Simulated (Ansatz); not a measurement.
The cluster Pb₂O₃, relaxed as a singlet with RKS PBE-D4/def2-SVP in Ansatz, starting from the GFN1-xTB geometry. Force threshold 0.02 eV/Å.

In the def2 sets Pb takes a core potential; there is no spin–orbit coupling. The structure holds 1 bond(s) between oxygen atoms. The structure comes from a short search, and lower isomers may exist.

Start:

Cartesian coordinates in Å:
```
Pb 0.0713 -1.4794 -0.7725
Pb 0.4361 1.2707 0.9910
O -1.3147 0.0845 0.1411
O -0.5914 0.6950 -0.9610
O 1.3986 -0.5708 0.6014
```

```
step  energy (eV)  largest force component (eV/Å)  SCF passes
   1  -16628.4428                           1.893          19
   2  -16628.5741                           0.499          29
   3  -16628.5976                           0.144          20
   4  -16628.6024                           0.071          21
   5  -16628.6026                           0.011          23
```

Force components are those of the run's own axes.

End:

```csv
atom,x (Å),y (Å),z (Å)
Pb1,0.100,-1.496,-0.764
Pb2,0.466,1.265,1.007
O3,-1.389,0.097,0.137
O4,-0.637,0.731,-1.008
O5,1.461,-0.597,0.628
```

By distances, no bond broke or formed. The bond that changes most is Pb2–O3, from 2.28 to 2.36 Å (atoms count from 1).

No frequencies were taken in this run, so the end may be a saddle point.

Run time 3.4 s (4 threads of Arm Neoverse V2 on a shared host).
